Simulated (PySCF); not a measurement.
# [TlCl2]-, singlet: structure and spectrum

All numbers come from PBE0/[Tl def2-TZVPD with ECP60, Cl def2-TZVPD], scalar-relativistic core potentials, density fitting, no spin–orbit coupling, PySCF.

The structure is a minimum.

```xyz
3
charge -1 multiplicity 1, angstrom
Tl    0.0000    0.0000   -0.3983
Cl    2.1299    0.0000    1.2281
Cl   -2.1299    0.0000    1.2281
```

```
Point group                                                                   : C2v
Bond lengths                                                                  : Tl–Cl 2.680 Å (×2)
Bond angles                                                                   : Cl–Tl–Cl 105.3°
Entropy at 298.15 K and 1 bar                                                 : 327.7 J/(mol K)
Principal quadrupole moments (Buckingham, traceless) about the centre of mass : -25.09, 3.67, 21.42 D Å
Heat capacity Cp at 298.15 K                                                  : 56.9 J/(mol K)
Enthalpy at 298.15 K above 0 K                                                : 15.00 kJ/mol
Rotational symmetry number                                                    : 2
Principal polarisabilities                                                    : 70.6, 98.8, 116.2 bohr³
Dipole moment about the centre of mass                                        : 6.57 D
Highest occupied level                                                        : -2.42 eV
Lowest empty level                                                            : 2.50 eV
Rotational constants                                                          : 0.1222, 0.05313, 0.03703 cm⁻¹
Zero-point energy                                                             : 2.7 kJ/mol
```

Harmonic modes (masses in u: Tl 204.974, Cl 34.969):
```csv
symmetry,ω (cm⁻¹),IR (km/mol),μ (u)
a1,65,2.6,38.57
b2,186,115,41.00
a1,207,57.0,39.63
```

In C2v the vibrations span 2a1 + b2. Here b1 is antisymmetric to the molecular plane and b2 lies in it.

Charges (e); Mulliken and Löwdin values are unreliable with diffuse functions:
```csv
atom,Mulliken,Löwdin,polar tensor,Mayer order to Tl1
Tl1,0.43,0.15,0.83,–
"Cl2,3",-0.71,-0.58,-0.91,0.50
```

Mulliken populations on Tl1 (electrons outside its core potential): s 3.92, p 6.58, d 10.05, f 0.03.

Outer orbital energies (eV). occupied: -13.04, -6.82, -3.92, -3.49, -3.49, -3.32, -3.21, -2.42; empty: 2.50, 3.04, 3.49, 3.50.

Counting electrons, thallium keeps 2 of its valence electrons outside its bonds, so the VSEPR class is AX2E1 and the expected shape is bent (C2v), as computed.

This need not be the most stable arrangement of these atoms. The lowest empty level of this anion is unbound, so it and the gap depend on the basis. No spin–orbit coupling is included, which matters more the heavier the element.

The final relaxation and frequency run took of the order of 100 core-seconds on a shared host.
